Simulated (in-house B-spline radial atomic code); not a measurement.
Rb⁺. Computed with a B-spline radial atomic code. Model: non-relativistic spherical atom: semilocal Troullier-Martins pseudo-atom, one channel per l, against all electrons, high spin, G0W0 and RPA with empty states to l = 8, local potential for every l without a channel, a model core (radius 0 = none) keeps its share of the functional.

Without relativity these are model numbers for so heavy an element.

What the tables leave out is listed at the end.

The pseudopotential gives back the lowest level of each angular momentum of its own functional in the configuration it was made in; a second state of the same l is only approximately right. Exact exchange, RPA and GW see the smooth pseudo-orbitals and miss the exchange with the core, for which the functional's share stands in. The column with an uncorrelated core keeps all orbitals and exact exchange, and so separates missing core correlation from pseudisation. Only the three outermost levels and the lowest empty one were computed. RPA here is direct RPA, with no exchange kernel, and its energies carry an (l + 1/2)⁻⁴ tail. A hybrid on a potential with a model core restores only its own semilocal share of the core's exchange.

Command:
```bash
python run_psgw.py task.json out
```
Settings (lengths in bohr, energies in hartree):
```
Z                      37
electrons              36
configuration          [Ar] 3d10 4s2 4p6
generated_in           [Ar] 3d10 4s2 4p6
functional             lda,vwn
core_shells            4
radius_factor          1.15
core_correction        True
```

Time taken, with all properties: 44 s on 1 thread of Intel(R) Xeon(R) Platinum 8488C (Sapphire Rapids) (shared host).

Given: made with LDA VWN5; model core radius 0.235 bohr; local radius 0.662 bohr; mean-field start LDA VWN5.

Valence shells of the generating configuration: 3p, 3d, 4s, 4p.

Channel: s 1.481, p 0.517, d 1.348 (radii in bohr).

Computed: largest level miss in the spin-unpolarised generating configuration 0.114 eV; valence RPA correlation energy all-electron orbitals -1.6403 hartree; valence RPA correlation energy pseudo -1.6569 hartree; pseudo-atom RPA polarisability 8.1702 bohr³.

| level | occupied | mean-field all-electron (eV) | mean-field pseudo minus all (eV) | G0W0 all-electron (eV) | G0W0 uncorrelated core minus all (eV) | G0W0 pseudo minus all (eV) | exchange self-energy all-electron (eV) | exchange self-energy pseudo (eV) |
| --- | --- | --- | --- | --- | --- | --- | --- | --- |
| 4p | 1 | -21.792 | -0.114 | -27.436 | 0.005 | 0.151 | -24.715 | -23.148 |
| 5s (empty) | 0 | -5.8866 | -0.032 | -3.9088 | -0.01 | -0.225 | -1.5349 | -1.6579 |

Problem. What is the all-electron RPA polarisability, core included?

Solution. 8.5332 bohr³.

Given: mean-field start PBE0.

Computed: valence RPA correlation energy all-electron orbitals -1.5797 hartree; all-electron RPA polarisability, core included 7.7281 bohr³; pseudo-atom RPA polarisability 7.59 bohr³.

```json
{"level": "4p", "occupied": "1", "mean-field all-electron (eV)": "-23.384", "mean-field pseudo minus all (eV)": "0.055", "G0W0 all-electron (eV)": "-27.611", "G0W0 uncorrelated core minus all (eV)": "0.005", "G0W0 pseudo minus all (eV)": "0.22", "exchange self-energy all-electron (eV)": "-24.595", "exchange self-energy pseudo (eV)": "-22.965"}
{"level": "5s (empty)", "occupied": "0", "mean-field all-electron (eV)": "-5.2928", "mean-field pseudo minus all (eV)": "-0.106", "G0W0 all-electron (eV)": "-4.0155", "G0W0 uncorrelated core minus all (eV)": "-0.008", "G0W0 pseudo minus all (eV)": "-0.201", "exchange self-energy all-electron (eV)": "-1.2219", "exchange self-energy pseudo (eV)": "-1.4032"}
```

Problem. What is the valence RPA correlation energy pseudo?

Solution. -1.608 hartree.

Among the listed levels the largest G0W0 shift of the pseudo-atom is -0.23 eV, for 5s (empty) on the LDA VWN5 start, while leaving the core uncorrelated moves that level by -0.01 eV. So pseudisation and the lost core exchange, not the missing core correlation, make the error. Not in the tables (levels of low weight, unsolved or above zero; the highest and the empty levels are kept at any weight): on LDA the G0W0 levels 4s (pseudo minus all -2.79 eV, weights 0.09 and 0.39), 3d (pseudo minus all +2.05 eV, weights 0.64 and 0.67); on PBE0 the G0W0 levels 4s (pseudo minus all -1.57 eV, weights 0.47 and 0.22), 3d (pseudo minus all +2.39 eV, weights 0.82 and 0.72); no Hartree-Fock pseudo-atom is run with a model core.
